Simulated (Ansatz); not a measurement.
Spectroscopic constants of SeH, multiplicity 2 (the spin of the measured ground state). No spin–orbit coupling. Se is treated without relativity.

Constants: fifth-degree fit in 1/R to seven points, most abundant isotopes. Runs in def2 and cc sets follow the lowest solution found near the PBE0 minimum.

Programs: Ansatz (a first-principles code). 

Energies at SVWN5/def2-TZVPP:

```
R (Å)        E (hartree)
--------  --------------
1.367740  -2398.67838517
1.404507  -2398.68168631
1.438333  -2398.68342796
1.476571  -2398.68413606
1.514809  -2398.68372146
1.558930  -2398.68209605
1.610404  -2398.67895713
```

Task: With a reduced mass of 0.9953 u, find the minimum, the force constant and the constants.

Result: A fifth-degree polynomial in 1/R puts the minimum at r_e = 1.4804 Å with force constant 328 N/m. Then ω_e = (1/2πc)√(k/μ) = 2364 cm⁻¹ and B_e = h/(8π²cμr_e²) = 7.728 cm⁻¹; the cubic and quartic terms give α_e = 0.21 and ω_e x_e = 39 cm⁻¹.
